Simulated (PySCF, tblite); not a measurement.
Rigid-rotor lines calculated for a species of formula CH11NOSi3 (commonest isotopes; CAM-B3LYP/def2-SVPD in PySCF (dipole) on a GFN2-xTB geometry, gas phase), labelled J(Ka,Kc):

| transition | MHz |
| --- | --- |
| 1(0,1) ← 0(0,0) | 2228.4 |
| 2(1,2) ← 1(1,1) | 4226.0 |
| 1(1,1) ← 0(0,0) | 2958.7 |
| 2(0,2) ← 1(0,1) | 4410.2 |
| 2(1,1) ← 1(1,0) | 4687.6 |

Problem. Find the rotational constants.

Solution. 1(0,1) ← 0(0,0) is B + C, 2(1,1) ← 1(1,0) is 3B + C and 2(1,2) ← 1(1,1) is B + 3C, so B − C is half the difference of the last two, 230.8 MHz. 1(1,1) ← 0(0,0) is A + C. A = 1959.8, B = 1229.6, C = 998.8 MHz.

Problem. What moments of inertia, asymmetry and inertial defect follow?

Solution. I = 505379 MHz·u·Å² over each constant: Ia = 257.87, Ib = 411.01, Ic = 505.99 u·Å²; κ = (2B − A − C)/(A − C) = -0.520 (asymmetric top); Δ = Ic − Ia − Ib = -162.89 u·Å².

Problem. Which dipole components do these lines need?

Solution. μa and μb (a-type: ΔKa even, ΔKc odd; b-type: both odd). The calculation gives |μa| = 0.97 D, |μb| = 0.67 D, |μc| = 0.32 D.

Problem. Predict further lines from these constants: 2(2,1) ← 2(1,1); 4(3,2) ← 4(2,2); 4(3,2) ← 4(2,3); 3(1,2) ← 2(0,2); 4(0,4) ← 3(0,3); 4(4,1) ← 3(3,1); 3(3,0) ← 2(2,0); 4(4,0) ← 3(3,0); 3(3,1) ← 3(2,1).

Solution. 
```json
{"transition": "2(2,1) ← 2(1,1)", "MHz": "2191", "type": "c", "branch": "Q"}
{"transition": "4(3,2) ← 4(2,2)", "MHz": "3765", "type": "c", "branch": "Q"}
{"transition": "3(3,1) ← 3(2,1)", "MHz": "4033", "type": "c", "branch": "Q"}
{"transition": "4(3,2) ← 4(2,3)", "MHz": "4369", "type": "b", "branch": "Q"}
{"transition": "3(1,2) ← 2(0,2)", "MHz": "8237", "type": "c", "branch": "R"}
{"transition": "4(0,4) ← 3(0,3)", "MHz": "8530", "type": "a", "branch": "R"}
{"transition": "3(3,0) ← 2(2,0)", "MHz": "10900", "type": "c", "branch": "R"}
{"transition": "4(4,0) ← 3(3,0)", "MHz": "14838", "type": "c", "branch": "R"}
{"transition": "4(4,1) ← 3(3,1)", "MHz": "14843", "type": "c", "branch": "R"}
```

Problem. Which structure gave them?

Solution. `C[Si@](O)([SiH3])[SiH2]N`, point group C1. Three constants can't fix a structure by themselves; this is the one that was computed:
```
atom  x, y, z in Å
C1    -0.744    1.590    1.216
Si2   -0.506    0.399   -0.269
O3    -1.278    1.059   -1.568
Si4   -1.743   -1.547    0.007
Si5    1.770    0.234   -0.690
N6     2.274   -1.142    0.222
H7    -0.330    1.171    2.127
H8    -0.249    2.545    1.047
H9    -1.795    1.799    1.400
H10   -1.110    1.945   -1.875
H11   -1.676   -2.045    1.388
H12   -1.205   -2.637   -0.822
H13   -3.171   -1.477   -0.318
H14    2.120    0.162   -2.129
H15    2.630    1.311   -0.171
H16    1.751   -2.000    0.147
H17    3.257   -1.354    0.278
```

The values belong to one conformer (point group C1) with, in the numbering `[CH3:1][Si@:2]([OH:3])([SiH3:4])[SiH2:5][NH2:6]`, C1–Si2–O3–H 54°, C1–Si2–Si5–N6 93°, Si2–Si5–N6–H 49° and -173°. Its GFN2-xTB frequencies are all real (lowest 24 cm⁻¹). No vibrational averaging or centrifugal distortion is included, and the geometry carries the error of its method. A rigid rotor knows nothing of inversion at nitrogen or internal rotation, which can split or shift real lines. Quadrupole hyperfine structure (14N) is left out.
